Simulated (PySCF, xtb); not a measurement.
SrF, SMILES [F][Sr+], charge +1.

GFN2-xTB (xtb 6.7.1) at its own geometry gives an orbital gap of 1.28 eV.

The structure is a stationary point at B3LYP-D3(BJ)/def2-TZVPD. The spin state was assumed, not searched. The def2 effective core potentials stand for the cores of Sr; spin–orbit coupling is left out.

Problem. What does PBE/def2-TZVPD (PySCF) give? (The exact figures need the calculation; the answer reports its results.)

Solution. gap 5.17 eV (levels -12.66 and -7.49 eV).
